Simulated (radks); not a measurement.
Values are calculated unless marked as measured or tabulated.
All-electron atom: Eu3.7+ in [Kr] 4d10 4f6 5s2 5p5.3 (fractional occupations, a model configuration). Code: a radial shooting solver on a logarithmic mesh with Libxc functionals. Model: scalar-relativistic Kohn-Sham, LDA (Slater exchange, Perdew-Wang correlation), spin-unpolarised, spherical densities, finite nucleus; Fermi nuclear charge, rms radius 5.1115 fm.

Unscreened Slater integrals over Kohn-Sham orbitals (cm^-1).

F0(4f,4f): 236120
F2(4f,4f): 111370
F4(4f,4f): 69677
F6(4f,4f): 50068
F0(4f,5p): 153890
F2(4f,5p): 54780
G2(4f,5p): 28965
G4(4f,5p): 22449
F0(4f,5s): 170590
G3(4f,5s): 33214
F0(4f,4d): 264350
F2(4f,4d): 125970
F4(4f,4d): 80211
G1(4f,4d): 148340
G3(4f,4d): 92907
G5(4f,4d): 65617
F0(5p,5p): 129280
F2(5p,5p): 70065
F0(5p,5s): 137340
G1(5p,5s): 92434
F0(5p,4d): 161190
F2(5p,4d): 46061
G1(5p,4d): 12960
G3(5p,4d): 12663
F0(5s,5s): 147670
F0(5s,4d): 180500
G2(5s,4d): 19431
F0(4d,4d): 303340
F2(4d,4d): 154090
F4(4d,4d): 103050

Derived for the open shells (J is the average intra-shell exchange parameter used in DFT+U). 4f: F4/F2 = 0.626, F6/F2 = 0.450, J = (286 F2 + 195 F4 + 250 F6)/6435 = 9006 cm^-1. 5p: J = F2/5 = 14010 cm^-1.
